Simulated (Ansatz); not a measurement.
C12H12O2Zr, SMILES `[OH][Zr]([OH])([c]1ccccc1)[c]1ccccc1`, relaxed with RKS PBE0-D4/def2-TZVP in the Gaussian-basis code of Ansatz from a GFN2-xTB geometry. The force threshold is 0.005 eV/Å; the program also tests the step.

The species carries charge 0 and has multiplicity 1. Zr: def2 effective core potential.

Start:

```xyz
27

O     2.872    0.090    1.096
Zr    1.162   -0.701    0.902
O     0.871   -2.351    1.781
C    -0.239    0.843    1.583
C    -0.722    0.889    2.902
C    -1.573    1.896    3.339
C    -1.964    2.899    2.469
C    -1.500    2.894    1.163
C    -0.651    1.885    0.731
C     0.705   -1.123   -1.200
C    -0.580   -0.963   -1.750
C    -0.859   -1.292   -3.070
C     0.140   -1.798   -3.885
C     1.414   -1.980   -3.377
C     1.689   -1.649   -2.056
H     3.323    0.295    1.923
H     1.407   -3.148    1.681
H    -0.428    0.105    3.607
H    -1.931    1.901    4.360
H    -2.627    3.683    2.806
H    -1.801    3.680    0.484
H    -0.289    1.903   -0.304
H    -1.386   -0.571   -1.120
H    -1.856   -1.155   -3.465
H    -0.076   -2.054   -4.913
H     2.193   -2.380   -4.012
H     2.706   -1.798   -1.676
```

Q: By how much does the energy fall, and how many steps does the optimiser take? (Estimate.)

A: Ansatz gave: 34.72 kJ/mol, in 40 steps, 4 of them rejected.

Q: Which bonds change most? (An estimate is asked.)

A: The calculation gave: Zr2–C10 from 2.192 to 2.223 Å; Zr2–C4 from 2.193 to 2.224 Å; Zr2–O3 from 1.893 to 1.921 Å; O1–Zr2 from 1.893 to 1.921 Å.

Q: Give the relaxed structure. (Estimate.)

A: Computed: 
```xyz
27

O     3.042   -0.134    1.001
Zr    1.235   -0.788    0.991
O     0.791   -2.310    2.075
C    -0.114    0.867    1.613
C    -1.165    0.729    2.527
C    -2.024    1.782    2.812
C    -1.849    3.006    2.183
C    -0.817    3.174    1.271
C     0.037    2.116    0.996
C     0.726   -1.258   -1.122
C    -0.536   -1.800   -1.397
C    -0.958   -2.046   -2.696
C    -0.116   -1.754   -3.759
C     1.141   -1.217   -3.519
C     1.552   -0.974   -2.217
H     3.943    0.028    1.263
H     0.882   -3.098    2.604
H    -1.322   -0.221    3.032
H    -2.831    1.649    3.525
H    -2.519    3.831    2.403
H    -0.679    4.130    0.778
H     0.839    2.277    0.277
H    -1.217   -2.040   -0.582
H    -1.941   -2.465   -2.880
H    -0.441   -1.945   -4.777
H     1.799   -0.988   -4.351
H     2.541   -0.553   -2.054
```
